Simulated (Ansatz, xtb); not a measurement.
**Relative energy of two isomers of C4H2FN3**

Structure X: `N#Cc1cc(F)n[nH]1`, a singlet. Structure Y: `N#Cc1cn[nH]c1F`, a singlet. Both are isolated molecules in the gas phase, relaxed with PBE0-D3(BJ)/def2-SVP.

Question: Estimate E(Y) − E(X) at the level CCSD(T)/def2-SVP + ΔMP2/def2-TZVPP.

Answer: CCSD(T)/def2-SVP + ΔMP2/def2-TZVPP gives E(Y) − E(X) = +1.64 kcal/mol, favouring structure X, but this leans on the basis-set step: CCSD(T) alone gives +0.54 kcal/mol.

Level by level:

```
                             level              geometry  E(Y) − E(X) (kcal/mol)  departure from the last row (kcal/mol)  job, with rough time for the two
                          GFN2-xTB              GFN2-xTB                     +0.86                                   −0.78              optimisation, 0.14 s
                         HF/STO-3G              GFN2-xTB                     −3.10                                   −4.74              single point, 0.51 s
                r2SCAN-D4/def2-SVP              GFN2-xTB                     +1.92                                   +0.28               single point, 5.3 s
              PBE0-D3(BJ)/def2-SVP  PBE0-D3(BJ)/def2-SVP                     +1.19                                   −0.45                optimisation, 44 s
                       HF/def2-SVP  PBE0-D3(BJ)/def2-SVP                     −1.35                                   −2.99           part of the CCSD(T) run
                      MP2/def2-SVP  PBE0-D3(BJ)/def2-SVP                     +1.97                                   +0.33           part of the CCSD(T) run
                  CCSD(T)/def2-SVP  PBE0-D3(BJ)/def2-SVP                     +0.54                                   −1.11                      single point
CCSD(T)/def2-SVP + ΔMP2/def2-TZVPP  PBE0-D3(BJ)/def2-SVP                     +1.64                                                        single point, 83 s
```

As drawn, both hold the same kinds of bond in the same numbers.

HF/STO-3G, HF/def2-SVP put the two in the other order. The largest departure from CCSD(T)/def2-SVP + ΔMP2/def2-TZVPP is that of HF/STO-3G, 4.74 kcal/mol. The last row adds to CCSD(T) the change of the MP2 difference between the two basis sets, here +1.11 kcal/mol.

With thermal terms from frequencies at re-optimised GFN2-xTB minima (ideal gas, soft modes damped towards free rotors, one conformer each, 298.15 K, 1 atm): the zero-point term adds +0.05 kcal/mol; ΔH is +1.70 and ΔG +1.66 kcal/mol.

The correlated steps freeze 8 core orbitals. Programs: Ansatz 0.2.0, xtb 6.7.1; the last row on 2 threads of Arm Neoverse V1 on a shared host.
